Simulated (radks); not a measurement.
Spherical quantum dot in the effective-mass picture: electrons in a parabolic well V = omega^2 r^2 / 2 with omega = 4.21, all in effective atomic units (hartree* = m*/eps^2 hartree, bohr* = eps/m* bohr), one dielectric constant everywhere. Calculated with a radial shooting solver with Libxc functionals: non-relativistic Kohn-Sham, r2SCAN, spin-polarised, spherical densities, generalised Kohn-Sham scheme. Levels are named by radial order and angular momentum (1s, 1p, 1d, 2s, ...), and open shells are averaged over m. Results are scaled to m* = 0.043 and eps = 9.1, for which hartree* = 14.13 meV and bohr* = 11.2 nm.

N = 8, configuration 1s2 1p6. This is the lowest configuration that the search found. Occupied and some empty levels:

level  occupation  eigenvalue (meV)  <r> (nm)
1s              2            216.21     7.028
1p              6            263.50     9.055
1d              0            314.20     10.61
2s              0            319.32     9.687
1f              0            367.46     11.93

Energy (meV): total 1520.23, kinetic 439.28, external 654.34, Hartree 531.08, exchange-correlation -104.47.

Electron density:

r (nm)  n(r) (e/nm^3)
0.362        0.001394
1.27         0.001462
2.18         0.001585
3.09         0.001722
4.00         0.001826
4.91         0.001859
5.82         0.001798
6.73         0.001642
7.64         0.001413
8.55         0.001143
9.46        0.0008676
10.4        0.0006185
11.3        0.0004139
12.2        0.0002600
13.1        0.0001522
14.0       0.00008405
14.9       0.00004355
15.8       0.00002119
16.7        9.591e-06
17.6        4.115e-06
